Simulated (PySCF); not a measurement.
H3O3Ti (SMILES [OH][Ti]([OH])[OH]), doublet, at a GFN2-xTB geometry (such geometries of metal compounds can be far from the true shape) (the multiplicity is a formal guess). Base run: PySCF with DF-CAMB3LYP/STO-3G.

Here is a job for PySCF.
```python
from pyscf import gto, scf, dft

mol = gto.M(
    atom='''
Ti   -0.00000000    0.00000000   -0.00000000
O     1.48908689   -0.02114347   -0.87079164
H     2.31453910   -0.49707903   -0.73753591
O    -0.18885001   -0.97643118    1.40961793
H    -0.92135724   -1.10344426    2.02030929
O    -1.30023687    0.99757465   -0.53882628
H    -1.39318186    1.60052328   -1.28277338
''',
    basis='sto-3g',
    spin=1,
    verbose=4,
)

mf = dft.UKS(mol)
mf.xc = 'camb3lyp'
mf = mf.density_fit(auxbasis='def2-universal-jkfit')
mf.kernel()
```

The base run was repeated with changes; each row names its change, and settings that it needs were set with it.

```csv
change,basis functions,E (Eh),HOMO (eV),core-seconds (rough)
base,36,-1065.11660,-1.82,4
basis = LANL2DZ,55,-285.58856,-6.63,8
basis = pcseg-0,57,-1074.64266,-5.88,7
basis = 6-31G,60,-1076.90355,-6.12,5
basis = 3-21G,60,…,…,6
basis = 6-31G*,…,…,…,7
basis = pcseg-1,88,…,-6.38,7
basis = def2-SVP,88,-1076.74921,-6.02,7
basis = pcseg-2,188,-1077.17061,-6.41,20
basis = pc-2,188,…,…,20
basis = def2-TZVPD,195,-1077.15225,-6.43,20
basis = def2-TZVPP,199,-1077.15611,-6.39,20
basis = cc-pVTZ,200,-1077.15999,-6.38,20
```

Q: Complete the blanks.

A: 
- basis = 3-21G, E (Eh): -1071.62667
- basis = 3-21G, HOMO (eV): -5.59
- basis = 6-31G*, basis functions: 82
- basis = 6-31G*, E (Eh): -1076.94717
- basis = 6-31G*, HOMO (eV): -5.97
- basis = pcseg-1, E (Eh): -1076.89873
- basis = pc-2, E (Eh): -1077.17698
- basis = pc-2, HOMO (eV): -6.44

Totals compare only among sets that treat the same electrons; sets with core potentials leave the core out.

Open shells are given as the SCF converged; they aren't shown to be the lowest states, and a large step between rows can be another state.
